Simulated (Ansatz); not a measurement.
Steps of a relaxation of BrGeH$_{4}$OP (`[OH][GeH]([PH2])[Br]`) with RKS PBE-D4/def2-SVP.

```sh
$ ansatz run in.yaml --threads 4 --pin off --events-out ev --progress --plain --max-ram 10444MiB
```

```yaml
crystal:
  periodic: [false, false, false]
  atoms:
    - {symbol: O, position_ang: [0.208100, 1.493800, -1.150600]}
    - {symbol: Ge, position_ang: [-0.407900, 0.236700, -0.070600]}
    - {symbol: P, position_ang: [1.080000, -1.467200, -0.087300]}
    - {symbol: Br, position_ang: [-2.391700, -0.543600, -0.806800]}
    - {symbol: H, position_ang: [-0.522700, 2.242000, -1.094700]}
    - {symbol: H, position_ang: [-0.546700, 0.814100, 1.367700]}
    - {symbol: H, position_ang: [2.115000, -0.727400, 0.712900]}
    - {symbol: H, position_ang: [0.558200, -2.105600, 1.073500]}
basis:
  gaussian: {orbitals: def2-SVP}
hamiltonian: {xc: pbe, dispersion: d4}
relax: {f_tol: 0.03, max_steps: 200}
```

Positions (Å) and forces (eV/Å) along the path, 7 of 7 steps:

```xyz
8
step=1 energy=-137921.5505 eV
O     0.208    1.494   -1.151   -1.779    2.381   -0.282
Ge   -0.408    0.237   -0.071    0.605    0.157    1.362
P     1.080   -1.467   -0.087    1.632   -0.249   -0.114
Br   -2.392   -0.544   -0.807   -1.054   -0.365   -0.348
H    -0.523    2.242   -1.095    1.965   -1.662   -0.352
H    -0.547    0.814    1.368   -0.309    0.150    0.004
H     2.115   -0.727    0.713   -0.783   -0.399   -0.542
H     0.558   -2.106    1.073   -0.278   -0.012    0.272
8
step=2 energy=-137921.7929 eV
O     0.222    1.469   -1.129   -0.709    0.955    0.035
Ge   -0.351    0.232    0.031   -0.137    0.042    0.042
P     1.172   -1.516   -0.157    0.031    0.460    0.390
Br   -2.397   -0.564   -0.759   -0.217   -0.117   -0.028
H    -0.457    2.204   -1.129    0.793   -0.666   -0.131
H    -0.714    0.900    1.414    0.206   -0.196   -0.198
H     2.093   -0.724    0.660   -0.114   -0.314   -0.151
H     0.525   -2.060    1.013    0.146   -0.164    0.041
8
step=3 energy=-137921.8419 eV
O     0.245    1.533   -1.094   -0.355   -0.003    0.001
Ge   -0.390    0.242   -0.011    0.016    0.042    0.199
P     1.162   -1.497   -0.134   -0.020    0.078    0.142
Br   -2.469   -0.579   -0.753    0.161    0.069   -0.014
H    -0.446    2.225   -1.175    0.226   -0.058   -0.060
H    -0.696    0.868    1.394    0.021   -0.092   -0.104
H     2.112   -0.752    0.671   -0.078   -0.038   -0.077
H     0.575   -2.097    1.045    0.028    0.002   -0.086
8
step=4 energy=-137921.8504 eV
O     0.213    1.515   -1.133   -0.240    0.025    0.130
Ge   -0.385    0.247   -0.003    0.002    0.026    0.009
P     1.159   -1.494   -0.124    0.012    0.041    0.031
Br   -2.450   -0.571   -0.765    0.056    0.011    0.016
H    -0.444    2.243   -1.157    0.189   -0.099   -0.067
H    -0.682    0.864    1.400    0.007   -0.006   -0.045
H     2.106   -0.754    0.679   -0.024   -0.015   -0.028
H     0.577   -2.109    1.046   -0.003    0.017   -0.046
8
step=5 energy=-137921.8522 eV
O     0.211    1.518   -1.097    0.072   -0.106   -0.013
Ge   -0.394    0.244    0.017    0.064    0.205    0.010
P     1.162   -1.482   -0.133    0.005    0.049   -0.008
Br   -2.444   -0.570   -0.742   -0.107   -0.056   -0.054
H    -0.424    2.248   -1.229   -0.045   -0.064    0.071
H    -0.692    0.853    1.420    0.012   -0.013    0.004
H     2.097   -0.747    0.687    0.006   -0.012   -0.004
H     0.577   -2.121    1.020   -0.007   -0.002   -0.006
8
step=6 energy=-137921.8561 eV
O     0.210    1.505   -1.119    0.000   -0.005   -0.003
Ge   -0.392    0.253    0.016    0.039   -0.029    0.022
P     1.167   -1.470   -0.135   -0.030    0.035   -0.009
Br   -2.445   -0.583   -0.738   -0.017   -0.004   -0.006
H    -0.425    2.241   -1.204   -0.001    0.008   -0.001
H    -0.683    0.868    1.418   -0.004    0.010   -0.014
H     2.094   -0.749    0.705    0.012    0.000    0.009
H     0.565   -2.123    1.002    0.002   -0.015    0.002
8
step=7 energy=-137921.8566 eV
O     0.203    1.498   -1.133    0.005   -0.005   -0.001
Ge   -0.391    0.253    0.014   -0.016   -0.004    0.001
P     1.174   -1.461   -0.137   -0.001    0.007    0.002
Br   -2.449   -0.594   -0.724    0.018    0.005    0.006
H    -0.416    2.251   -1.195   -0.005   -0.003    0.003
H    -0.679    0.882    1.410   -0.003    0.007   -0.004
H     2.088   -0.750    0.727    0.004   -0.002   -0.002
H     0.563   -2.136    0.982   -0.003   -0.006   -0.005
```

Hardware: 4 threads of an Arm Neoverse V1 on a shared host. Wall time 12 s, peak host memory 0.18 GiB.
